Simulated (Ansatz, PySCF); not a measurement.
Process, species as SMILES: CS (CH4S) -> [CH2]S + H atom (the C-H bond at the site shown breaks; other sites are not compared here)
Structures are relaxed separately at B3LYP-D3(BJ)/def2-TZVP in Ansatz (a program for electronic structure), one conformer each, not searched for the lowest.

Quantity: bond dissociation energy (0 K, with B3LYP-D3(BJ) harmonic zero-point energies from PySCF), in kcal/mol. Valence correlation only, unless marked. UHF or UKS for open shells. Spin-orbit coupling is left out. Non-relativistic unless marked X2C. CBS marks a two-point X^-3 extrapolation of the correlation energy; Hartree-Fock from the larger set. [CCSD(T)-MP2]/basis is that difference in the basis named.

```json
[
 {"level": "HF/cc-pV(T+d)Z", "program": "Ansatz", "bond dissociation energy (kcal/mol)": "70.7"},
 {"level": "RI-HF/cc-pV(Q+d)Z", "program": "Ansatz", "bond dissociation energy (kcal/mol)": "70.5"},
 {"level": "PBE-D4/def2-TZVPD", "program": "Ansatz + dftd4", "bond dissociation energy (kcal/mol)": "88.4"},
 {"level": "r2SCAN/def2-TZVPD", "program": "Ansatz", "bond dissociation energy (kcal/mol)": "87.5"},
 {"level": "r2SCAN-D4/def2-TZVPD", "program": "Ansatz + dftd4", "bond dissociation energy (kcal/mol)": "87.6"},
 {"level": "PBE0-D4/def2-TZVP", "program": "Ansatz + dftd4", "bond dissociation energy (kcal/mol)": "89.1"},
 {"level": "PW6B95-D4/def2-TZVPD", "program": "PySCF + dftd4", "bond dissociation energy (kcal/mol)": "91.2"},
 {"level": "HSE06/def2-TZVPD", "program": "Ansatz", "bond dissociation energy (kcal/mol)": "89.0"},
 {"level": "LC-wPBE-D4/def2-TZVPD", "program": "Ansatz + dftd4", "bond dissociation energy (kcal/mol)": "89.5"},
 {"level": "LC-wPBE/def2-TZVPD", "program": "Ansatz", "bond dissociation energy (kcal/mol)": "89.2"},
 {"level": "B2PLYP/def2-TZVPD", "program": "Ansatz", "bond dissociation energy (kcal/mol)": "90.5"},
 {"level": "PBE-QIDH/def2-TZVPD", "program": "Ansatz", "bond dissociation energy (kcal/mol)": "90.4"},
 {"level": "SCS-MP2/STO-3G", "program": "Ansatz", "bond dissociation energy (kcal/mol)": "111.0"},
 {"level": "SCS-MP2/def2-SVP", "program": "Ansatz", "bond dissociation energy (kcal/mol)": "92.1"},
 {"level": "SCS-MP2/def2-TZVPPD", "program": "Ansatz", "bond dissociation energy (kcal/mol)": "94.8"},
 {"level": "CCSD/6-31G*", "program": "Ansatz", "bond dissociation energy (kcal/mol)": "87.3"},
 {"level": "CCSD/cc-pV(D+d)Z", "program": "Ansatz", "bond dissociation energy (kcal/mol)": "89.4"},
 {"level": "CCSD(T)/def2-SVPD", "program": "Ansatz", "bond dissociation energy (kcal/mol)": "92.0"},
 {"level": "CCSD(T)/def2-TZVPP", "program": "Ansatz", "bond dissociation energy (kcal/mol)": "92.4"},
 {"level": "X2C-CCSD(T)/cc-pVTZ-DK", "program": "Ansatz", "bond dissociation energy (kcal/mol)": "93.1"},
 {"level": "RI-MP2/CBS(aug-cc-pV(T+d)Z,aug-cc-pV(Q+d)Z)+[CCSD(T)-MP2]/aug-cc-pV(T+d)Z", "program": "Ansatz", "bond dissociation energy (kcal/mol)": "93.8"}
]
```
